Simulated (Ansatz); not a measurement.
`C[O][Ge]([OH])([OH])[OH]`, relaxed with RKS PBE-D4/def2-SVP in Ansatz 0.2.0 from a rough embedded geometry. The force threshold is 0.03 eV/Å; the program also tests the step.

Charge 0, multiplicity 1.

Start:

```xyz
12

C     1.867    0.010    0.003
O     0.856    0.081   -0.924
Ge   -0.751   -0.025   -0.081
O    -2.077    0.074   -1.416
O    -0.894   -1.570    0.786
O    -0.956    1.370    1.025
H     2.830    0.089   -0.451
H     1.773   -0.930    0.590
H     1.781    0.929    0.760
H    -2.872    0.024   -0.841
H    -0.727   -2.238    0.111
H    -0.830    2.186    0.437
```

```csv
step,energy (eV),largest force (eV/Å),largest move (Å)
1,-65810.2496,2.387,0.000
2,-65810.6208,1.209,0.131
3,-65810.7177,0.531,0.147
4,-65810.7324,0.131,0.060
5,-65810.7337,0.017,0.017
```

End:

```xyz
12

C     1.932    0.040   -0.024
O     0.785    0.075   -0.864
Ge   -0.815   -0.012   -0.086
O    -1.909    0.080   -1.489
O    -1.032   -1.479    0.903
O    -1.075    1.279    1.116
H     2.829    0.125   -0.671
H     2.008   -0.911    0.552
H     1.950    0.880    0.707
H    -2.834    0.042   -1.178
H    -0.881   -2.267    0.348
H    -0.958    2.148    0.687
```

Hardware: 4 threads of an AMD EPYC 9R45 on a shared host. Wall time 3.7 s, peak host memory 0.21 GiB.
